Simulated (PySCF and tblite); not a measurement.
Molecule: C3H10BFO2, numbered as in [BH3-:1][O+:2]([CH3:3])[CH2:4][O:5][CH2:6][F:7]; H named by carrier, a and b as here (out-of-plane angle 23°, Å):

```
B1      -1.222    1.156   -0.704
O2      -0.842   -0.017    0.424
C3      -1.430   -1.284    0.174
C4       0.466   -0.081    0.933
O5       1.377   -0.697    0.064
C6       2.060    0.144   -0.794
F7       2.994    0.865   -0.091
H1a     -0.594    2.099   -0.358
H1b     -0.913    0.721   -1.770
H1c     -2.389    1.281   -0.557
H3a     -0.907   -1.811   -0.627
H3b     -2.457   -1.092   -0.124
H3c     -1.403   -1.884    1.087
H4a      0.456   -0.698    1.844
H4b      0.761    0.946    1.169
H6a      2.604   -0.490   -1.502
H6b      1.413    0.872   -1.299
```

The mean out-of-plane torsion at O2 (0° is planar) is held and the rest relaxed at GFN2-xTB. Energies: revPBE/pcSseg-1 + D3(BJ). Couplings: B3LYP/6-31G* with H pcJ-1 F pcJ-1 B pcJ-1, gas phase, for ¹H, ¹⁹F, ¹¹B. Programs: tblite and PySCF.

One held structure gave ²J(F7,H6b) = 67.2, ⁴J(F7,H4a) = 3.3, ³J(B1,H4a) = 1.9, ²J(H4a,H4b) = -11.2, ²J(F7,H6a) = 53.1, ³J(B1,H4b) = 0.9, ²J(H6a,H6b) = -4.8, ⁴J(F7,H4b) = 1.1 Hz. Computed couplings to fluorine can be off by tens of per cent at such levels.

Question: At which out-of-plane angle was it held?
A. -39°
B. -23°
C. 38°
D. 0°
E. 23°

Answer: C. It lies 3.65 kcal/mol above the lowest point.
